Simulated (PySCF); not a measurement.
Working out the ionisation energy of F²⁺

F²⁺ [He] 2s2 2p3 (4S) → F³⁺ [He] 2s2 2p2 (3P). All numbers are calculated (PySCF 2.14, no relativity, point nucleus, in aug-cc-pVTZ). Frozen: 1s2. Energies in hartree (1 hartree = 27.21139 eV):

```
            part  F²⁺ (lower)  F³⁺ (upper)
             UHF   -97.603766   -95.316454
CCSD correlation    -0.113799    -0.100568
             (T)    -0.001196    -0.001138
```

Question: What does Hartree-Fock give?

Answer: (-95.316454) − (-97.603766) = 2.287312 hartree = 62.241 eV.

Question: What do CCSD and CCSD(T) give?

Answer: The CCSD correlation energies differ by 0.013231 hartree = 0.360 eV and the triples by 0.000058 hartree = 0.002 eV, so CCSD gives 62.601 eV and CCSD(T) 62.603 eV.

A first-order spin-orbit estimate adds -0.054 eV to CCSD(T) (valence), giving 62.549 eV against 62.708 eV (semi-empirical (NIST evaluation); NIST Atomic Spectra Database, ionization energies).

What remains against the reference includes basis incompleteness, the frozen core and higher excitations.
